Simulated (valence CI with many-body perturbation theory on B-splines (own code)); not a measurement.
# Rh¹²⁺: magnetic and hyperfine properties of the levels

Computed by configuration interaction combined with many-body perturbation theory (CI+MBPT): five valence electrons over a frozen Dirac-Fock core [Ar] 3d10, a basis of 11 s, 11 p, 10 d, 8 f, 5 g, 2 h functions for each j, with the one-electron correlation potential Σ1 (screened to all orders), the two-electron term Σ2, the three-electron term Σ3, Breit, model QED; selected single and double excitations, second order for the rest, scaled by the run's own slope (own B-spline code, finite nucleus).

No measured spectrum was set against this ion. As an estimate, levels hold to about 250 cm⁻¹ or 0.2 % of their energy and the worst to 1 %, as in measured heavy ions of charge 2 to 7; those with d or f electrons hold less well. Among the levels kept, up to 2500 cm⁻¹ of a level comes from second order outside the variational space, and about a tenth of that is noise between levels of different J, which matters for small intervals.

A/g_I is the dipole constant over the nuclear g factor μ/I (μ in nuclear magnetons, uniformly magnetised nucleus), B/Q the quadrupole constant per barn. Both hold the static response of the core; the bare values leave it out. Large factors of s and p1/2 electrons are usually good to 5 to 10 %; those of open d and f shells near neutrality can be off by tens of per cent, and small factors of p3/2, d and f electrons come from cancelling terms and can be off by a factor of two or in sign, in half-filled shells by more. B is blank for J = 1/2, where it vanishes, and for nearly pure S terms. Energies count from the lowest level.

Names give the largest LS component (configuration and term), which can be under half, so a name can repeat, a term be missing and a line seem to break the LS rules; names also repeat where a configuration has a term twice. Letters in brackets count levels of one name in rising energy.

| Level | E (cm⁻¹) | g | A/g_I (MHz) | A/g_I bare | B/Q (MHz/b) | B/Q bare |
| --- | --- | --- | --- | --- | --- | --- |
| 4s²4p³ ⁴S°_3/2 | 0 | 1.764 | 2900 | 2480 | 3370 | 3130 |
| 4s²4p³ ²D°_3/2 | 35895 | 1.121 | 2740 | 2580 | 8200 | 7630 |
| 4s²4p³ ²D°_5/2 | 49178 | 1.200 | 11000 | 10300 | -51.3 | -43.0 |
| 4s²4p³ ²P°_1/2 | 72465 | 0.665 | 32400 | 30600 |  |  |
| 4s²4p³ ²P°_3/2 | 100770 | 1.248 | 5940 | 5530 | -11600 | -10800 |
| 4s4p⁴ ⁴P_5/2 | 284030 | 1.572 | 26200 | 24600 | 8210 | 7640 |
| 4s4p⁴ ⁴P_3/2 | 308320 | 1.675 | 17500 | 16500 | -8000 | -7450 |
| 4s4p⁴ ⁴P_1/2 | 313830 | 2.590 | 64600 | 60700 |  |  |
| 4s4p⁴ ²D_3/2 | 350020 | 0.910 | -4770 | -4470 | -12100 | -11300 |
| 4s4p⁴ ²D_5/2 | 359540 | 1.228 | 29900 | 28100 | -18500 | -17200 |
| 4s4p⁴ ²S_1/2 | 395450 | 1.546 | 45500 | 42900 |  |  |
| 4s4p⁴ ²P_3/2 | 402240 | 1.276 | 966 | 858 | 5500 | 5110 |
| 4s²4p²4d ⁴F_3/2 | 438890 | 0.548 | 2930 | 2920 | 1180 | 1040 |
| 4s4p⁴ ²P_1/2 | 439400 | 1.163 | 61500 | 58000 |  |  |
| 4s²4p²4d ⁴F_5/2 | 449610 | 1.122 | 955 | 942 | 4270 | 3900 |
| 4s²4p²4d ²F_5/2 | 464880 | 0.951 | 8410 | 7920 | -3790 | -3550 |
| 4s²4p²4d ⁴F_7/2 | 467880 | 1.253 | 1730 | 1620 | 3900 | 3540 |
| 4s²4p²4d ⁴D_1/2 | 471860 | 0.074 | 14100 | 13600 |  |  |
| 4s²4p²4d ⁴D_3/2 | 473610 | 1.091 | 6110 | 5760 | -5230 | -4850 |
| 4s²4p²4d ²F_7/2 [a] | 474490 | 1.237 | 4600 | 4310 | 4900 | 4530 |
| 4s²4p²4d ⁴F_9/2 | 481610 | 1.287 | 4970 | 4650 | -2910 | -2790 |
| 4s²4p²4d ⁴D_5/2 | 487060 | 1.198 | 5140 | 4850 | -4390 | -4100 |
| 4s²4p²4d ²P_3/2 [a] | 502930 | 1.266 | -3170 | -3000 | 367 | 317 |
| 4s²4p²4d ²G_7/2 [a] | 509160 | 1.160 | 4870 | 4580 | 7490 | 6920 |
| 4s²4p²4d ²G_7/2 [b] | 521760 | 1.054 | 4570 | 4310 | 10000 | 9230 |
| 4s²4p²4d ⁴P_5/2 | 524440 | 1.517 | 1450 | 1300 | 0.589 | 2.96 |
| 4s²4p²4d ²P_1/2 [a] | 528710 | 1.558 | 18400 | 17400 |  |  |
| 4s²4p²4d ⁴P_3/2 | 529040 | 1.431 | 3230 | 3010 | -2030 | -1880 |
| 4s²4p²4d ²G_9/2 | 530930 | 1.157 | 4010 | 3790 | 17300 | 16000 |
| 4s²4p²4d ²D_3/2 [a] | 540100 | 1.021 | 5300 | 5010 | 4110 | 3790 |
| 4s²4p²4d ⁴P_1/2 | 541230 | 1.603 | -2660 | -2800 |  |  |
| 4s²4p²4d ²D_5/2 [a] | 555460 | 1.192 | 4310 | 4050 | 738 | 661 |
| 4s²4p²4d ²D_3/2 [b] | 564830 | 0.942 | 5000 | 4710 | -2480 | -2290 |
| 4s²4p²4d ²P_1/2 [b] | 568640 | 0.925 | -7770 | -7230 |  |  |
| 4s²4p²4d ²D_5/2 [b] | 573160 | 1.126 | 1350 | 1300 | 8930 | 8240 |
| 4s²4p²4d ²D_5/2 [c] | 577480 | 1.107 | 4140 | 3940 | 6900 | 6390 |
| 4s²4p²4d ²S_1/2 | 591960 | 1.876 | 17600 | 16700 |  |  |
| 4s²4p²4d ²F_7/2 [b] | 592630 | 1.136 | 5190 | 4880 | -2160 | -2040 |
| 4s²4p²4d ²P_3/2 [b] | 593790 | 1.266 | 2420 | 2290 | -3430 | -3180 |
| 4s²4p²4d ²D_3/2 [c] | 617570 | 0.835 | 3250 | 3150 | 3600 | 3320 |

Question: Take the isotope of mass number 103, with I = 1/2, μ = -0.08829 μN. What is the hyperfine structure of 4s²4p³ ²P°_1/2?

Answer: From the table A = -5720 MHz. Shifts from the centre of gravity in MHz: F = 0: 4290, F = 1: -1430.
